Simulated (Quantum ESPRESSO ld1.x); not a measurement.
Question: These are the eigenvalues of the occupied orbitals of an atom or ion with whole-number occupations (eV). Method: scalar-relativistic Kohn-Sham, relativistic LDA (MacDonald-Vosko exchange, VWN5 correlation), spin-unpolarised, spherical densities, point nucleus; computed with ld1.x of Quantum ESPRESSO 7.5.

1s: -78101.5
2s: -17356.3
2p: -15751.0
3s: -6900.50
3p: -6426.59

Which element is it, and in what charge state? The configuration may be excited.

Answer: Z = 76, osmium, charge +60: Os60+ in [Ne] 3s2 3p4. The list shows which subshells hold electrons but not how many an open one holds; the 1s level, -2870.2 hartree, gives Z - s = 75.8 by -(Z - s)^2/2, which with screening and relativity narrows Z to a few neighbours, and the depths of the outer levels then fix element, charge and occupations together.
